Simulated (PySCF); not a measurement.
**Correlation energy of Tl⁺ (thallium, charge +1)**

[Xe] 4f14 5d10 6s2, closed-shell 1S. Computed with PySCF 2.14 in aug-cc-pwCVTZ-PP with ECP60MDF, with scalar relativity through the core potential. Frozen: 5s2 5p6 5d10; 2 electrons correlated.

With two correlated electrons CCSD is exact within the correlated space (frozen core and kept virtual orbitals).

```json
{"level": "CCSD", "correlation energy (mhartree)": "-27.92"}
```

Diagnostics: T1 = 0.0042, D1 = 0.0059, largest double amplitude 0.073.

Cost of the coupled-cluster step: about 6 core-seconds, for 2 correlated electrons.
